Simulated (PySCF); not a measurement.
# Electronic structure of Cr³⁺ (chromium, charge +3) at the UHF level

Configuration: [Ar] 3d3, high-spin 4F determinant. Computed with PySCF 2.14 in aug-cc-pVQZ-DK (9s8p6d4f3g2h, 140 functions), with the spin-free X2C one-electron Hamiltonian (Gaussian nucleus).

- Total energy: -1047.792995 hartree
- One-electron energy: -1413.2729 hartree
- Hartree (Coulomb) energy: 412.6492 hartree
- Exchange energy: -47.1692 hartree
- ⟨S²⟩: 3.7527
- ⟨L²⟩: 12.032
- Sum of ⟨r⟩: 12.94 bohr
- Sum of ⟨r²⟩: 13.07 bohr²
- Langevin diamagnetic susceptibility: -10.4 ×10⁻⁶ cm³/mol

| shell | electrons | mean orbital energy (hartree) | rms radius, mean of both spins (bohr) |
| --- | --- | --- | --- |
| 1s α | 1 | -223.55143 | 0.0734 |
| 1s β | 1 | -223.55074 | 0.0734 |
| 2s α | 1 | -28.16654 | 0.316 |
| 2s β | 1 | -28.08540 | 0.316 |
| 2p α | 3 | -23.80234 | 0.287 |
| 2p β | 3 | -23.72039 | 0.287 |
| 3s α | 1 | -4.96210 | 0.952 |
| 3s β | 1 | -4.70951 | 0.952 |
| 3p α | 3 | -3.68269 | 1.02 |
| 3p β | 3 | -3.37553 | 1.02 |
| 3d α | 3 | -1.84816 | 1.20 |

Densities and radii are taken from the X2C orbitals without a picture-change correction, which distorts them close to the nucleus.

Spin-orbit constants ζ (cm⁻¹) from the X2C one-electron operator on these orbitals: bare nucleus, nucleus screened by l(l+1)(2l+1)/3 electrons, and screened by the Breit-Pauli mean field of the electrons.

```tsv
shell	bare	screened nucleus	mean field
2p	49420	45300	n/a
3p	5940	5445	n/a
3d	551.0	321.4	n/a
```

To first order the Landé constant is A = 107.1 cm⁻¹, so the lowest level has J = 3/2 and lies 0.0797 eV below the centre of the term. This holds in LS coupling only.
